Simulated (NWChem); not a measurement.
VH2SO2Cl; SMILES [OH][V]([OH])(=[S])[Cl]

```xyz
7

V     -0.2872     0.0965     0.0000
S      1.1739     1.4444     0.0000
Cl     0.5948    -1.8721     0.0000
O     -1.2643     0.2996     1.4075
H     -1.0301     0.8508     2.1648
O     -1.2643     0.2996    -1.4075
H     -1.0301     0.8508    -2.1648
```
Atoms are numbered in this order, from 1.

Results from NWChem. Pople sets run with spherical d functions. The geometry was optimised at PBE0/def2-SVP. Not confirmed as a minimum by frequencies. Level M06-2X/6-31G*: energy and gradient on several grids; changes count from the extra-fine grid, which is no exact limit either.

```
grid     size of the energy change (μHa)  largest change of a gradient component (μHa/bohr)
-------  -------------------------------  -------------------------------------------------
xcoarse                            50000                                               1000
coarse                              2000                                                300
medium                              < 10                                                100
fine                                < 10                                                 50
xfine                               < 10                                               < 30
```
